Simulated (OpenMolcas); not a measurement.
# Levels of Nb⁺ by method

```yaml
Program: OpenMolcas 26.06
Basis: ANO-RCC-VQZP [8s7p5d3f2g1h]
Scalar_Hamiltonian: DKH2, point nucleus
Active_space: 4 electrons in 6 orbitals (4d 5s)
State_averaging: 2S+1 = 5 even, 15 roots; 2S+1 = 3 even, 102 roots kept (CI in the orbitals of an earlier block, 97 in the spin-orbit step); 2S+1 = 1 even, 84 roots kept (CI in the orbitals of an earlier block)
Spin-orbit_coupling: state interaction with AMFI integrals over the reference wave functions, term energies averaged over their components
```

Methods on the same reference wave functions:
A. CASSCF
B. SS-CASPT2, IPEA 0.25 Eh, imaginary shift 0.1 Eh (closed shells correlated: 4s 4p)
C. MS-CASPT2, IPEA 0.25 Eh, imaginary shift 0.1 Eh (closed shells correlated: 4s 4p)

Energies in cm-1 above 4d4 5D0, the measured ground level; measured values from NIST Handbook of Basic Atomic Spectroscopic Data.

```
        Level      A      B      C  Measured
   4d3 5s 5F1  -47.6   2500   2500      2357
      4d4 5D0    0.0    0.0    0.0       0.0
      4d4 5D1    158    171    171       159
   4d3 5s 5F2    212   2760   2760      2629
      4d4 5D2    445    470    470       438
   4d3 5s 5F3    594   3150   3150      3030
      4d4 5D3    829    856    856       801
   4d3 5s 5F4   1089   3650   3650      3543
      4d4 5D4   1287   1301   1301      1225
   4d3 5s 5F5   1681   4230   4230      4146
   4d4 3P0(1)   7443   5890   5890      5562
   4d4 3P1(1)   8025   6510   6510      6192
   4d4 3P2(1)   9048   7570   7570      7261
4d3 5s 3F2(1)   9466   7210   7210          
4d3 5s 3F3(1)   9871   7690   7690          
4d3 5s 3F4(1)  10352   8170   8170          
   4d3 5s 5P1  10611  11300  11300          
   4d3 5s 5P2  10896  11490  11490          
   4d3 5s 5P3  11220  11940  11940          
   4d3 5s 3G3  12054  10970  10970          
   4d3 5s 3G4  12320  11270  11270          
   4d3 5s 3G5  12572  11590  11590          
      4d4 3H4  12576  10190  10190          
      4d4 3H5  12895  10520  10520
```

A puts 4d3 5s 5F1 lowest.

Deviations, from unrounded energies. A percentage is the sum of absolute deviations over the sum of measured energies, with the sign that they share, or ± where signs differ.

```tsv
Against measurement	Levels	A	B	C
mean absolute deviation (cm-1)	12	1500	140	140
fine structure of the ground term (%)	4	±3.7	+6.6	+6.6
other terms of the ground configuration (%)	3	+28.9	+5.0	+5.0
other configurations (%)	5	-77.5	+3.7	+3.7
```

B, C lie about equally close to measurement and A furthest from it. The largest miss of B in the table is 4d4 3P0(1), by +330 cm-1. The ranking rests on the paired levels alone, and a cruder setting can come out closer through cancelling errors.

Between B and C no level of the table moves by more than 5 cm-1.

The two smallest mean deviations differ by little beside CASPT2's spread within terms, so their order carries little weight.

From A to B the spin-free energies of the other terms of 4d4 shown, above 5D, scale by factors of 0.80 to 0.81, as is usual when dynamic correlation screens the repulsion within a d or f shell.

The lowest spin-free term lies below A's lowest term by 0.364 hartree in B, 0.364 hartree in C.

Term energies are means over components that CASPT2 splits; among the terms shown or strongly mixed into the levels shown the widest spread is 870 cm-1 (4d3 5s 5F, C). Over all roots computed the reference weight is 0.87 to 0.92 in B, 0.87 to 0.92 in C; the roots of lowest weight are the least certain, and an intruder state may touch them. Some high roots are left out of the spin-orbit mixing, which shifts the levels that they would mix with. Terms from blocks run as CI alone lack orbitals of their own. Configurations are named by rounded mean occupations; where the s occupation lies near a half they are strongly mixed, a name can repeat and a true partner stay unpaired. A single d shell beside an s shell can misplace configurations of different d count against each other. Without dynamic correlation excited terms often stand tens of per cent too high (terms of higher spin than the ground term too low), and those without a measured partner can miss by more than the paired ones (holds for A). The lowest computed level is not the ground level that NIST lists (5D0) (holds for A). The lowest spin-free term belongs to 4d4, not to the configuration of the lowest level (holds for A). Blocks of more than 70 roots (2S+1 = 3 even, 1 even) ran without multistate coupling (holds for C). Computed and measured levels are paired by configuration, term and J; levels that our copy of the source lacks, or whose pairing is in doubt (as where it misses far off the trend of its configuration), stay unpaired and out of the deviations. Levels of configurations outside the active space are missing. Levels that lie high or do not pair safely by name in every column are left out.

A number in round brackets counts repeated terms of one configuration in the order of the reference energies.
